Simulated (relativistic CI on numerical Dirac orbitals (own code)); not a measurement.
## What each ingredient does to the levels of Te⁴²⁺

Base calculation: Dirac-Coulomb-Breit CI, KLI orbitals optimised for each configuration, model QED (radiative potential, 1s self-energy scaled to tabulated hydrogen-like ionisation energies), unscaled Slater integrals.

CI space (outside the closed core 1s2): 2s²2p⁶, 2s²2p⁵3s, 2s²2p⁵3p, 2s²2p⁵3d, 2s2p⁶3s, 2s2p⁶3p, 2s2p⁶3d, 2s²2p⁵4s, 2s²2p⁵4p, 2s²2p⁵4d, 2s²2p⁵4f, 2s2p⁶4s, 2s2p⁶4p, 2s²2p⁴3s², 2s2p⁶4d, 2s2p⁶4f, 2s²2p⁵5s, 2s²2p⁴3s3p, 2s²2p⁵5p, 2s²2p⁵5d, 2s²2p⁵5f, 2s²2p⁵5g, 2s²2p⁴3p², 2s²2p⁴3s3d, 2s²2p⁴3p3d, 2s2p⁵3s², 2s²2p⁴3d², 2s2p⁵3s3p, 2s2p⁵3p², 2s2p⁵3s3d, 2s2p⁶5s, 2s2p⁶5p, 2s2p⁶5d, 2s2p⁶5f, 2s2p⁶5g, 2s2p⁵3p3d. Levels of other configurations are missing.

Variants: (1) valence Slater integrals scaled by 0.9; (2) configuration mixing switched off. Shifts of the energy above 2s²2p⁶ ¹S0, in eV, for the lowest level and the first level of each name with at least 55 % of one term (blank where a level changes its place among those of its configuration and J or its character, or is not in the variant):

| Level | Base | Δ(1) | Δ(2) |
| --- | --- | --- | --- |
| 2s²2p⁶ ¹S0 | 0.00 | 0.00 | 0.00 |
| 2s²2p⁵3s ³P°2 | 3869.38 | +0.21 | +0.07 |
| 2s²2p⁵3s ¹P°1 | 3874.65 | -0.29 | +0.21 |
| 2s²2p⁵3p ¹P1 | 4031.15 | +0.40 | +0.34 |
| 2s²2p⁵3p ³D3 | 4031.15 | +0.37 | -0.17 |
| 2s²2p⁵3p ³P2 | 4039.06 | -0.38 | -0.26 |
| 2s²2p⁵3d ³P°0 | 4133.25 | +1.22 | +0.07 |
| 2s²2p⁵3d ³P°1 | 4138.78 | +0.73 | -0.25 |
| 2s²2p⁵3d ³F°3 | 4142.59 | +0.04 | -0.65 |
| 2s²2p⁵3d ³D°2 | 4146.48 | -0.21 | -0.67 |
| 2s²2p⁵3s ³P°0 | 4152.21 | +0.23 | +0.04 |
| 2s²2p⁵3s ³P°1 | 4153.58 | +0.05 | +1.07 |
| 2s²2p⁵3d ³F°4 | 4155.92 | +0.48 | -0.70 |
| 2s²2p⁵3d ³D°3 | 4166.56 | -0.54 | -0.72 |
| 2s²2p⁵3d ¹P°1 | 4187.81 | -2.78 | -1.15 |
| 2s²2p⁵3p ³D1 | 4239.59 | +0.37 | +0.01 |
| 2s²2p⁵3d ³F°2 | 4424.26 | +0.21 | -0.69 |
| 2s2p⁶3s ³S1 | 4448.84 | +0.09 | -2.34 |
| 2s2p⁶3s ¹S0 | 4466.66 | -1.47 | +0.26 |
| 2s2p⁶3p ³P°0 | 4537.29 | 0.00 | -1.04 |
| 2s2p⁶3p ³P°1 | 4539.18 | -0.27 | -1.33 |
| 2s2p⁶3p ³P°2 | 4611.64 | 0.00 | -0.90 |

At this charge energies of transitions that change n are usually good to better than 1 %, and those within a shell (Δn = 0) to a few per cent.

Ionisation energy from the two ground configurations alone: base 7021.92 eV. The NIST ASD value (theoretical) is 7022 eV.

LS names give the leading component of a level, which can be under half, so a name can repeat, a term be missing and a line seem to break the LS rules.
